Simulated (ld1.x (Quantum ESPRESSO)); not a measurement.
# titanium (Ti), RRKJ: configuration errors across variants

- Element: Ti (Z = 22)
- Generator: ld1.x (Quantum ESPRESSO) 7.5
- Type: norm-conserving RRKJ (Kleinman–Bylander form)
- Functional: PBE
- Relativity: fully relativistic
- Frozen core: [Ne] 3s2
- Valence charge: 10
- Reference configuration: 3p6 3d2 4s1.75 4p0.25
- Partial waves: 4s (bound): rc 2.95 bohr; 3p (bound): rc 0.95 bohr; 3d (bound): rc 1.80 bohr
- Local potential: the d channel
- Core correction: none
- rho0: 0.01

Open shells are filled in proportion to 2j + 1 (rel_dist='average').

Occupied shells without a wave of their own: 4p. They enter only through the test configuration that unscreens the potential.

All-electron excitation energies from the reference (eV): (1) 3p6 3d2 4s2 4p0 -0.755; (2) 3p6 3d2 4s1 4p0 6.592; (3) 3p6 3d2 4s0 4p0 20.164; (4) 3p6 3d2 4s1.5 4p0 2.182; (5) 3p6 3d2 4s0 4p2 5.533; (6) 3p6 3d1 4s0 4p0 47.112; (7) 3p6 3d2.5 4s1.5 4p0 -0.402.

4 further variants failed, have other tests or too few solved ones, and are left out.

A true bound ghost makes a file unfit for plane-wave use even where its test errors are small: the radial tests pick states by their node count and pass the ghost by.

Errors AE − PS in meV (a dash: test not solved or not reliable):

| change | (1) | (2) | (3) | (4) | (5) | (6) | (7) | bound ghosts |
| --- | --- | --- | --- | --- | --- | --- | --- | --- |
| base | +15 | +31 | +61 | +22 | -140 | +182 | +7.8 | s |
| wave 4s (bound): rc 2.95 bohr becomes 4s (bound): rc 2.70 bohr | +15 | +30 | +61 | +22 | -140 | +218 | +5.2 | s |
| wave 4s (bound): rc 2.95 bohr becomes 4s (bound): rc 3.00 bohr | +15 | +31 | +60 | +22 | -141 | +167 | +8.8 | s |
| wave 4s (bound): rc 2.95 bohr becomes 4s (bound): rc 3.34 bohr | +15 | +31 | +47 | +22 | -150 | +73 | +14 | s |
| wave 4s (bound): rc 2.95 bohr becomes 4s (bound): rc 3.86 bohr | +14 | +29 | -14 | +22 | -185 | -170 | +25 | s |
| wave 4s (bound): rc 2.95 bohr becomes 4s (bound): rc 4.06 bohr | +14 | +27 | -47 | +22 | -201 | -274 | +29 | s |

Q: Give the same row for: wave 4s (bound): rc 2.95 bohr becomes 4s (bound): rc 3.66 bohr.

A: +14, +30, +12, +22, -170, -76, +21; bound ghosts: s.
